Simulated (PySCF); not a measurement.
Ba(Cl)2 cation (BaCl₂), SMILES [Cl][Ba][Cl] (connectivity only; charge and spin as stated), charge +1, multiplicity 2.

Coordinates come from a B3LYP-D3(BJ)/def2-TZVP optimisation. The multiplicity is an assumed one; other spin states were not compared. The isomer is the one that the SMILES or the coordinates give; other isomers of the formula were not compared. The def2 effective core potentials stand for the cores of Ba; spin–orbit coupling is left out.

Method: PBE/def2-TZVPD (PySCF).

Gas-phase values at a fixed geometry.

Computed frontier levels, dipole moment and polarisability:
The α spin, highest occupied and lowest empty level comes out as -10.96 and -6.71 eV, the β spin, highest occupied and lowest empty level is -11.25 and -9.88 eV and the dipole moment about the centre of nuclear charge is 8.91 D. The mean static polarisability is 63.4 bohr³ (9.40 Å³), the polarisability, principal values comes out as 41.0, 69.6, 79.7 bohr³ and the ⟨S²⟩ is 0.753 (pure state 0.75).
